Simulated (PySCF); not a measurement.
## Magnetic susceptibility: `CC(C)[SiH2][C@@H](C)F`, C₅H₁₃FSi

Molfile (atoms numbered from 1):
```
C5H13FSi
     RDKit          3D

 20 19  0  0  0  0  0  0  0  0999 V2000
   -1.8124   -1.0719    0.0364 C   0  0  0  0  0  0  0  0  0  0  0  0
   -1.3208    0.3707   -0.0860 C   0  0  0  0  0  0  0  0  0  0  0  0
   -2.2549    1.1614   -0.9982 C   0  0  0  0  0  0  0  0  0  0  0  0
    0.4772    0.4624   -0.7165 Si  0  0  0  0  0  4  0  0  0  0  0  0
    1.6551   -0.3592    0.5638 C   0  0  1  0  0  0  0  0  0  0  0  0
    3.1004   -0.4315    0.1072 C   0  0  0  0  0  0  0  0  0  0  0  0
    1.5974    0.4006    1.7337 F   0  0  0  0  0  0  0  0  0  0  0  0
   -1.7889   -1.5698   -0.9312 H   0  0  0  0  0  0  0  0  0  0  0  0
   -2.8387   -1.0931    0.4010 H   0  0  0  0  0  0  0  0  0  0  0  0
   -1.1966   -1.6394    0.7304 H   0  0  0  0  0  0  0  0  0  0  0  0
   -1.3665    0.8239    0.9107 H   0  0  0  0  0  0  0  0  0  0  0  0
   -2.2536    0.7415   -2.0018 H   0  0  0  0  0  0  0  0  0  0  0  0
   -1.9451    2.2012   -1.0656 H   0  0  0  0  0  0  0  0  0  0  0  0
   -3.2757    1.1325   -0.6196 H   0  0  0  0  0  0  0  0  0  0  0  0
    0.9050    1.8559   -0.8688 H   0  0  0  0  0  0  0  0  0  0  0  0
    0.6305   -0.2679   -1.9818 H   0  0  0  0  0  0  0  0  0  0  0  0
    1.3168   -1.3576    0.8652 H   0  0  0  0  0  0  0  0  0  0  0  0
    3.4625    0.5585   -0.1576 H   0  0  0  0  0  0  0  0  0  0  0  0
    3.1703   -1.0761   -0.7639 H   0  0  0  0  0  0  0  0  0  0  0  0
    3.7328   -0.8316    0.8978 H   0  0  0  0  0  0  0  0  0  0  0  0
  1  2  1  0
  2  3  1  0
  2  4  1  0
  4  5  1  0
  5  6  1  0
  5  7  1  0
  1  8  1  0
  1  9  1  0
  1 10  1  0
  2 11  1  0
  3 12  1  0
  3 13  1  0
  3 14  1  0
  4 15  1  0
  4 16  1  0
  5 17  1  1
  6 18  1  0
  6 19  1  0
  6 20  1  0
M  END
```

Computed, not measured: PySCF, GIAO BHandHLYP/pcSseg-1 magnetisability, rotational g tensor and spin-rotation constants, non-relativistic, gas phase. Geometry: GFN2-xTB.

What are the magnetisability and the molar susceptibility?

Isotropic -1416 × 10⁻³⁰ J/T², or -85.3 × 10⁻⁶ cm³/mol; principal values -1457, -1412, -1379 × 10⁻³⁰ J/T², anisotropy 68 × 10⁻³⁰ J/T² (root of half the summed squared differences of the principal values). The susceptibility is in cgs units.

Split it along the inertial axes a, b, c into diamagnetic and paramagnetic parts about the centre of mass, with the quadrupole moment.


```tsv
axis	χ (10⁻⁶ cm³/mol)	diamagnetic (10⁻⁶ cm³/mol)	paramagnetic (10⁻⁶ cm³/mol)	summed x² of all electrons (Å²)	quadrupole Θ (D Å)
a	-85.2	-456.7	371.5	256.3	+1.73
b	-83.5	-1283.0	1199.5	61.6	-0.70
c	-87.1	-1348.6	1261.6	46.1	-1.03
```
Anisotropies 2χaa − χbb − χcc = +0.1 and 2χbb − χaa − χcc = +5.2 × 10⁻⁶ cm³/mol. Θ is traceless in Buckingham's convention.

And the rotational g tensor?


| axis | rotational constant (GHz) | g | nuclear part | electronic part |
| --- | --- | --- | --- | --- |
| a | 3.7263 | -0.0205 | 0.6298 | -0.6503 |
| b | 1.0689 | -0.0060 | 0.5963 | -0.6024 |
| c | 1.0116 | -0.0039 | 0.5956 | -0.5995 |

Asymmetric top; isotopes 12C, 19F, 1H, 28Si; no vibrational averaging.
